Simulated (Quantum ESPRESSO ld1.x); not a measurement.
Results of a calculation; reference values are marked as such.
Gd VII, configuration [Xe] 4f1 5d1 6s2 (not the ground configuration). Code: ld1.x of Quantum ESPRESSO 7.5. Model: scalar-relativistic Kohn-Sham, PBEsol, spin-unpolarised, spherical densities, point nucleus.

Radial electron density D(r) = 4 pi r^2 rho(r):

r (bohr)  D(r) (e/bohr)
0.003853          31.07
0.00445           37.11
0.005139          43.82
0.005935          51.04
0.006854          58.54
0.007916          65.97
0.009142          72.88
0.01056           78.73
0.01229           83.17
0.01419           85.29
0.01639           85.19
0.01893           83.14
0.02186           79.92
0.02525           76.85
0.02916           75.58
0.03368           77.60
0.0389            83.65
0.04492           93.05
0.05188           103.5
0.05991           111.5
0.06919           113.9
0.08055           108.7
0.09303           98.87
0.1074            89.42
0.1241            85.83
0.1433            89.96
0.1655            97.71
0.1911            100.8
0.2207            92.61
0.2549            73.94
0.2944            53.45
0.34              41.21
0.3926            40.43
0.4534            45.10
0.5279            45.99
0.6096            39.09
0.7041            28.35
0.8131            19.56
0.9391            15.03
1.085             12.99
1.252             10.87
1.446             7.973
1.67              5.190
1.929             3.298
2.228             2.186
2.573             1.395
2.996            0.7127
3.459            0.2837
3.995           0.08115
4.614           0.01577
5.329          0.001969
6.154         0.0001496

D(r) has 4 maxima, at r = 0.0151, 0.0676, 0.187, 0.499 bohr, and minima at 0.0289, 0.123, 0.368 bohr, inside which lie 1.93, 11.13, 29.03 electrons.
